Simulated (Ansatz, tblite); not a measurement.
Removing and adding an electron: the cluster H4Au3 (the lowest doublet isomer of a short search). The state is a doublet with charge 0. Geometry: PBE-D4/def2-TZVP. Ansatz, gas phase; energy differences of separate SCF runs; the oxidised species is a triplet (the singlet lies 0.35 eV higher at PBE0-D4/def2-TZVP); the reduced species is a singlet (the triplet lies 3.94 eV higher at PBE0-D4/def2-TZVPD).

| atom | x (Å) | y (Å) | z (Å) |
| --- | --- | --- | --- |
| Au1 | 0.004 | -0.001 | -0.003 |
| Au2 | 1.431 | -1.797 | 1.346 |
| Au3 | -1.435 | 1.796 | -1.339 |
| H4 | -2.889 | 2.059 | -1.924 |
| H5 | 2.887 | -2.055 | 1.930 |
| H6 | -0.268 | -1.546 | 0.680 |
| H7 | 0.270 | 1.545 | -0.688 |

In the def2 sets Au takes a core potential; there is no spin–orbit coupling. The xTB rows come from tblite. No other spin state of charge 0 was run. The order of the spin states hangs on the level: the singlet lies 0.31 eV below the triplet at PBE-D4/def2-TZVP, but 0.35 eV above it at PBE0-D4/def2-TZVP. The singlet is doubtful at PBE0-D4/def2-TZVP (restricted singlet with a triplet 0.35 eV lower at the same geometry). The structure comes from a short search, and lower isomers may exist.

```json
{"level": "GFN1-xTB", "−HOMO (eV)": "–", "vertical IE (eV)": "13.86", "−LUMO (eV)": "–", "vertical EA (eV)": "8.73", "HOMO–LUMO gap (eV)": "–", "IE − EA (eV)": "5.13"}
{"level": "GFN2-xTB", "−HOMO (eV)": "–", "vertical IE (eV)": "13.12", "−LUMO (eV)": "–", "vertical EA (eV)": "7.83", "HOMO–LUMO gap (eV)": "–", "IE − EA (eV)": "5.28"}
{"level": "r2SCAN-D4/def2-TZVP", "−HOMO (eV)": "7.10", "vertical IE (eV)": "9.37", "−LUMO (eV)": "6.33", "vertical EA (eV)": "–", "HOMO–LUMO gap (eV)": "0.77", "IE − EA (eV)": "–"}
{"level": "PBE0-D4/def2-TZVPD", "−HOMO (eV)": "7.46", "vertical IE (eV)": "–", "−LUMO (eV)": "5.83", "vertical EA (eV)": "4.24", "HOMO–LUMO gap (eV)": "1.64", "IE − EA (eV)": "–"}
```

Problem. Estimate the rows for PBE-D4/def2-TZVP, PBE-D4/def2-TZVPD, r2SCAN-D4/def2-TZVPD, PBE0-D4/def2-TZVP.

Solution. 
| level | −HOMO (eV) | vertical IE (eV) | −LUMO (eV) | vertical EA (eV) | HOMO–LUMO gap (eV) | IE − EA (eV) | remarks |
| --- | --- | --- | --- | --- | --- | --- | --- |
| PBE-D4/def2-TZVP | 6.98 | 9.39 | 6.29 | – | 0.69 | – | lower spin may lie lower (+1 triplet) |
| PBE-D4/def2-TZVPD | 6.97 | – | 6.27 | 3.96 | 0.70 | – | – |
| r2SCAN-D4/def2-TZVPD | 7.08 | – | 6.30 | 4.05 | 0.78 | – | – |
| PBE0-D4/def2-TZVP | 7.47 | 9.12 | 5.86 | – | 1.62 | – | – |

   HOMO and LUMO are the levels of the spin that leaves or enters (xTB has no such levels and no spin-polarisation term). Other spin states of the ions may lie lower, which would lower the ionisation energy or raise the affinity. Raw xTB energy differences between charge states are shifted by several eV; the methods need an empirical correction for them.
